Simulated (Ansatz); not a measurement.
`FC[SiH2]S` and `FC[SiH2]BS` differ in one atom or group.

Ansatz, PBE0-D4/def2-TZVP geometries, multiplicity 1. Each molecule was computed in one conformer, which needn't be the lowest.

```csv
property,`FC[SiH2]S`
size of the dipole moment (B3LYP/def2-TZVPP) / D,1.40
HOMO–LUMO gap (ωB97M-V/def2-TZVPP) / eV,11.61
LUMO energy (ωB97M-V/def2-TZVPP) / eV,1.88
LUMO energy (PBE0/def2-TZVPP) / eV,0.15
HOMO–LUMO gap (PBE/def2-TZVPP) / eV,5.54
LUMO energy (B3LYP/def2-TZVPP) / eV,-0.09
```

**Question.** Give the same properties after the change, and the shifts. (Best estimate.)

**Answer.** Computed: 
```csv
property,`FC[SiH2]BS`,shift
size of the dipole moment (B3LYP/def2-TZVPP) / D,2.95,1.55
HOMO–LUMO gap (ωB97M-V/def2-TZVPP) / eV,10.44,-1.17
LUMO energy (ωB97M-V/def2-TZVPP) / eV,0.05,-1.83
LUMO energy (PBE0/def2-TZVPP) / eV,-1.94,-2.09
HOMO–LUMO gap (PBE/def2-TZVPP) / eV,3.96,-1.58
LUMO energy (B3LYP/def2-TZVPP) / eV,-2.09,-2.00
```

With PBE0 the HOMO falls by 0.67 eV and the LUMO falls by 2.09 eV, so the gap narrows by about 1.42 eV. PBE moves the HOMO by -0.51 eV and ωB97M-V by -0.67 eV. Dipoles are sizes alone; their direction can turn.

B3LYP here is the variant with VWN-RPA as its local correlation; programs differ in this.
